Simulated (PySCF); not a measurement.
Computed IR spectrum (relative IR intensity) of a molecule C3H7AlO. The structure is a stationary point at PBE0-D3(BJ)/def2-SVP. The values are those of a single conformer. Calculation: PBE0-D3(BJ)/def2-SVP (PySCF). Frequencies are harmonic and unscaled.

Lines under 2 % of the strongest are left out, and lines within 2 cm⁻¹ are merged.

```csv
ν (cm⁻¹),relative intensity
187,2.0
310,16
371,62
441,24
545,66
558,19
651,37
726,100
876,52
993,9.8
998,16
1066,5.2
1210,18
1420,10
1664,13
3114,15
3132,2.9
3137,2.3
3202,8.9
3991,32
```

Task: Identify the compound among the candidates.
A) C=C[CH2][AlH][OH]
B) C=[CH][AlH][O]C
C) C=[CH][Al]([CH3])[OH]

Result: C, C=[CH][Al]([CH3])[OH]
